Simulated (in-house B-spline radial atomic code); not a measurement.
A fraction x of an electron is removed from 4p in Xe III (Xe2+), starting from [Kr] 4d10 5s2 5p4 and keeping the highest spin. All numbers are computed (non-relativistic BP86, spin-polarised, spherical fractional occupations; point nucleus) with a radial B-spline atomic code at the basis-set limit, not measured.

```tsv
x	E(x) - E(0) (eV)	4p down level (eV)
0	0.0000	-159.118
0.03	4.7826	-159.722
0.23	37.1315	-163.776
0.28	45.3458	-164.797
0.49	?	?
0.5	82.0982	-169.325
0.51	83.7925	-169.532
0.68	?	?
0.84	140.8736	-176.432
0.98	165.7813	-179.395
1	169.3734	-179.820
```

**Question.** What belongs in the row x = 0.49?

**Answer.** An energy change of 80.4060 eV; 4p down at -169.118 eV.

**Question.** What belongs in the row x = 0.68?

**Answer.** An energy change of 112.9134 eV; 4p down at -173.072 eV.

**Question.** Check Janak's theorem between x = 0.03 and 0.23.

**Answer.** The slope of the energy is 161.74 eV; the orbital levels give 161.75 eV (-ε of the emptying orbital, averaged over the two points).
